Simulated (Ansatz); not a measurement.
BF$_{2}$HS, SMILES `FB(F)S`, charge 0, multiplicity 1.

Give a relaxed structure at PBE0-D4/def2-TZVP (the Gaussian-basis code of Ansatz). (An estimate is asked.)

Ansatz gave: 
Z-matrix (Å, degrees):
```
B
F 1 1.318
S 1 1.800 2 119.2
F 1 1.319 2 118.2 3 180.0
H 3 1.342 1 94.6 2 180.0
```
Point group Cs.
